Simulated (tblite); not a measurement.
Record of a relaxation.

C6H8F2GeO.
SMILES with atom numbers: `[F:1][CH2:2]/[C:3]([GeH2:4][F:5])=[C:6]1\[CH:7]=[CH:8][CH2:9][O:10]1` (hydrogens: H11, H12 on C2; H13, H14 on Ge4; H15 on C7; H16 on C8; H17, H18 on C9)

Computed with GFN2-xTB (tblite), gas phase: L-BFGS steps from a force-field or distance-geometry start until the largest atomic force falls under 0.01 eV/Å. 6 of its 114 geometries are shown.

Step 0: E = -880.9993 eV, largest atomic force 1.678 eV/Å
```
atom  x, y, z in Å  |  force x, y, z in eV/Å
F1     -2.447   -1.653   -1.026    0.032  -0.209   0.187
C2     -1.565   -1.609    0.037    0.180  -0.393   0.382
C3     -0.980   -0.246    0.095   -0.668   0.329   0.313
Ge4    -2.159    1.268    0.328   -0.984   0.113   0.099
F5     -1.253    2.730    0.723   -0.395  -0.278  -0.095
C6      0.310   -0.004   -0.035    1.479   0.556  -0.217
C7      1.362   -0.971   -0.227    0.140  -0.800  -0.031
C8      2.540   -0.364   -0.300   -0.289  -0.458  -0.032
C9      2.289    1.086   -0.162    0.315   0.645   1.517
O10     0.879    1.263    0.009    0.199  -1.399  -0.646
H11    -2.148   -1.804    0.968    0.145  -0.061  -0.574
H12    -0.789   -2.406   -0.105   -0.785   0.524   0.001
H13    -3.134    1.031    1.520    0.380   0.221  -0.259
H14    -3.022    1.538   -0.915    0.312   0.216   0.268
H15     1.211   -2.033   -0.288   -0.070   0.046  -0.013
H16     3.473   -0.882   -0.435    0.114   0.453   0.008
H17     2.722    1.447    0.820    0.098   0.037  -0.962
H18     2.703    1.618   -1.016   -0.202   0.457   0.051
```

Step 23: E = -881.3368 eV, largest atomic force 0.078 eV/Å
```
atom  x, y, z in Å  |  force x, y, z in eV/Å
F1     -2.525   -1.602   -0.981   -0.037   0.012   0.007
C2     -1.615   -1.600    0.064   -0.020  -0.010  -0.009
C3     -0.958   -0.263    0.130    0.043  -0.026   0.002
Ge4    -2.199    1.242    0.317   -0.049  -0.036  -0.001
F5     -1.389    2.731    0.726    0.023  -0.034   0.016
C6      0.362   -0.091   -0.047    0.033   0.066   0.024
C7      1.442   -1.050   -0.232   -0.021  -0.008  -0.002
C8      2.591   -0.376   -0.286   -0.009  -0.020  -0.019
C9      2.304    1.081   -0.135    0.008  -0.007  -0.008
O10     0.897    1.159   -0.019    0.032   0.065   0.015
H11    -2.204   -1.803    0.965    0.006  -0.007   0.003
H12    -0.919   -2.422   -0.125   -0.014   0.028   0.001
H13    -3.128    1.054    1.497    0.028  -0.006  -0.007
H14    -2.965    1.643   -0.913    0.046  -0.001  -0.030
H15     1.305   -2.109   -0.316   -0.003  -0.023   0.015
H16     3.582   -0.766   -0.418    0.012   0.024   0.009
H17     2.777    1.509    0.761   -0.048  -0.008  -0.003
H18     2.634    1.670   -1.000   -0.028  -0.009  -0.013
```

Step 45: E = -881.3595 eV, largest atomic force 0.524 eV/Å
```
atom  x, y, z in Å  |  force x, y, z in eV/Å
F1     -2.842   -1.399   -0.617    0.375  -0.128   0.343
C2     -1.655   -1.633    0.093   -0.004  -0.159  -0.101
C3     -0.941   -0.321    0.192   -0.096   0.015  -0.168
Ge4    -2.164    1.219    0.260    0.081   0.000  -0.091
F5     -1.304    2.513    1.066   -0.150   0.012   0.038
C6      0.375   -0.122    0.003   -0.037  -0.017   0.020
C7      1.494   -1.048   -0.136   -0.119   0.009   0.025
C8      2.615   -0.337   -0.285   -0.170  -0.057   0.018
C9      2.263    1.120   -0.212    0.069  -0.133  -0.021
O10     0.858    1.153   -0.057    0.054  -0.159  -0.003
H11    -1.956   -2.035    1.080    0.051   0.145  -0.366
H12    -1.098   -2.398   -0.480   -0.177   0.249   0.223
H13    -3.377    1.014    1.138    0.117  -0.001  -0.008
H14    -2.546    1.822   -1.074    0.091  -0.008   0.106
H15     1.375   -2.116   -0.093    0.068   0.082  -0.072
H16     3.618   -0.707   -0.424   -0.162   0.152   0.054
H17     2.742    1.603    0.652   -0.017   0.042  -0.059
H18     2.532    1.678   -1.120    0.024  -0.045   0.062
```

Step 68: E = -881.4734 eV, largest atomic force 0.230 eV/Å
```
atom  x, y, z in Å  |  force x, y, z in eV/Å
F1     -2.976   -1.574    0.075    0.121   0.022  -0.041
C2     -1.602   -1.677    0.114    0.039  -0.169   0.088
C3     -1.003   -0.308    0.049    0.059  -0.070   0.055
Ge4    -2.125    1.284    0.148    0.064   0.218   0.037
F5     -1.570    2.255    1.520   -0.016  -0.180  -0.054
C6      0.317   -0.109   -0.063    0.006   0.031   0.034
C7      1.428   -1.044   -0.101   -0.026   0.004   0.004
C8      2.553   -0.338   -0.212   -0.005  -0.065  -0.093
C9      2.213    1.118   -0.286   -0.003  -0.079   0.056
O10     0.805    1.165   -0.137   -0.018  -0.029  -0.092
H11    -1.361   -2.204    1.053   -0.028   0.119  -0.114
H12    -1.299   -2.311   -0.737   -0.116   0.140   0.101
H13    -3.543    1.027    0.550   -0.028   0.032  -0.061
H14    -1.897    2.275   -0.963   -0.053  -0.085   0.027
H15     1.301   -2.109   -0.030    0.069   0.084  -0.002
H16     3.562   -0.702   -0.254    0.012   0.035  -0.022
H17     2.696    1.693    0.515   -0.078   0.035  -0.026
H18     2.492    1.566   -1.253    0.003  -0.043   0.102
```

Step 90: E = -881.5064 eV, largest atomic force 0.033 eV/Å
```
atom  x, y, z in Å  |  force x, y, z in eV/Å
F1     -2.986   -1.522    0.305   -0.012   0.000   0.001
C2     -1.626   -1.682    0.161    0.008   0.009   0.004
C3     -0.999   -0.334    0.028    0.007  -0.007   0.005
Ge4    -2.088    1.288    0.106    0.006  -0.030  -0.012
F5     -1.668    2.013    1.650    0.003   0.019   0.013
C6      0.319   -0.136   -0.097   -0.001   0.006   0.018
C7      1.452   -1.045   -0.101   -0.016   0.002   0.002
C8      2.563   -0.318   -0.219   -0.003  -0.015  -0.022
C9      2.192    1.127   -0.313   -0.013   0.006   0.011
O10     0.780    1.145   -0.233   -0.019  -0.004  -0.020
H11    -1.280   -2.226    1.048    0.003   0.014   0.003
H12    -1.480   -2.303   -0.732    0.008  -0.001  -0.004
H13    -3.564    1.093    0.257   -0.006  -0.006  -0.010
H14    -1.686    2.361   -0.862    0.005   0.000   0.006
H15     1.361   -2.110   -0.006    0.000   0.014  -0.009
H16     3.582   -0.651   -0.250    0.009  -0.008   0.002
H17     2.609    1.724    0.507    0.017  -0.001   0.014
H18     2.511    1.580   -1.262    0.002   0.003  -0.001
```

Step 113: E = -881.5080 eV, largest atomic force 0.009 eV/Å
```
atom  x, y, z in Å  |  force x, y, z in eV/Å
F1     -2.981   -1.523    0.302    0.000  -0.003  -0.006
C2     -1.617   -1.676    0.184    0.001   0.003  -0.003
C3     -0.997   -0.326    0.040    0.006   0.001  -0.002
Ge4    -2.097    1.287    0.102    0.001   0.000   0.002
F5     -1.720    2.024    1.654   -0.004   0.000   0.002
C6      0.320   -0.128   -0.098    0.006  -0.003   0.006
C7      1.446   -1.045   -0.128    0.001  -0.007   0.003
C8      2.561   -0.326   -0.245    0.005   0.005  -0.001
C9      2.201    1.124   -0.301   -0.001   0.000   0.000
O10     0.788    1.151   -0.227    0.003  -0.003  -0.002
H11    -1.282   -2.199    1.088    0.001   0.001   0.003
H12    -1.450   -2.312   -0.695    0.001  -0.002   0.001
H13    -3.575    1.075    0.211   -0.004   0.004   0.000
H14    -1.679    2.362   -0.856    0.003   0.002   0.000
H15     1.347   -2.111   -0.058   -0.004  -0.001   0.004
H16     3.578   -0.668   -0.291   -0.008   0.003  -0.004
H17     2.620    1.691    0.541    0.000  -0.001  -0.001
H18     2.528    1.605   -1.233   -0.007  -0.002   0.000
```

Task: Summarise the path.

Result: The energy falls by 11.73 kcal/mol from step 0 to step 113; nine tenths of that is first reached at step 64. It rises by more than 0.2 meV at steps 45 and 51. The largest force goes from 1.678 to 0.009 eV/Å. Among the bonds Ge4–H13 changes most, from 1.559 to 1.497 Å; the atoms move by 0.759 Å rms after alignment.

Task: Follow the three bonds and two angles with the largest change from start to end.

Result: 
| step | E above end (kcal/mol) | largest force (eV/Å) | Ge4–H13 (Å) | Ge4–H14 (Å) | C9–H17 (Å) | H13–Ge4–H14 (°) | F5–Ge4–H14 (°) |
| --- | --- | --- | --- | --- | --- | --- | --- |
| 0 | 11.73 | 1.678 | 1.559 | 1.538 | 1.132 | 107.1 | 108.8 |
| 5 | 5.27 | 0.327 | 1.493 | 1.490 | 1.103 | 112.1 | 106.0 |
| 10 | 4.40 | 0.184 | 1.514 | 1.506 | 1.097 | 112.8 | 102.5 |
| 15 | 4.13 | 0.090 | 1.513 | 1.504 | 1.099 | 112.2 | 101.2 |
| 20 | 4.00 | 0.078 | 1.510 | 1.503 | 1.099 | 111.3 | 101.2 |
| 25 | 3.91 | 0.103 | 1.513 | 1.503 | 1.098 | 111.2 | 101.8 |
| 29 | 3.85 | 0.063 | 1.508 | 1.501 | 1.098 | 112.3 | 101.8 |
| 34 | 3.79 | 0.058 | 1.511 | 1.502 | 1.098 | 113.2 | 102.1 |
| 39 | 3.62 | 0.150 | 1.511 | 1.504 | 1.099 | 113.0 | 102.2 |
| 44 | 3.24 | 0.176 | 1.506 | 1.500 | 1.100 | 111.3 | 103.1 |
| 49 | 2.85 | 0.144 | 1.508 | 1.503 | 1.098 | 111.4 | 102.9 |
| 54 | 2.40 | 0.423 | 1.506 | 1.510 | 1.099 | 113.5 | 104.6 |
| 59 | 1.77 | 0.133 | 1.496 | 1.505 | 1.098 | 114.8 | 104.0 |
| 64 | 1.15 | 0.176 | 1.500 | 1.509 | 1.099 | 116.5 | 102.3 |
| 69 | 0.70 | 0.146 | 1.500 | 1.501 | 1.098 | 116.7 | 99.8 |
| 74 | 0.31 | 0.123 | 1.500 | 1.502 | 1.098 | 116.2 | 100.9 |
| 79 | 0.14 | 0.059 | 1.499 | 1.502 | 1.097 | 114.5 | 101.8 |
| 84 | 0.07 | 0.043 | 1.496 | 1.501 | 1.098 | 114.0 | 102.0 |
| 88 | 0.05 | 0.033 | 1.497 | 1.501 | 1.098 | 114.9 | 102.1 |
| 93 | 0.03 | 0.013 | 1.497 | 1.500 | 1.098 | 115.1 | 101.6 |
| 98 | 0.03 | 0.021 | 1.497 | 1.500 | 1.098 | 115.0 | 101.6 |
| 103 | 0.02 | 0.023 | 1.497 | 1.500 | 1.098 | 115.1 | 101.7 |
| 108 | 0.00 | 0.026 | 1.497 | 1.501 | 1.098 | 114.8 | 101.7 |
| 113 | 0.00 | 0.009 | 1.497 | 1.500 | 1.098 | 115.0 | 101.7 |

The cost below is that of the whole relaxation. Time: 1.7 s of wall time. Hardware: Arm Neoverse N1, one thread, no GPU, shared host with 64 logical CPUs at a one-minute load of 57.
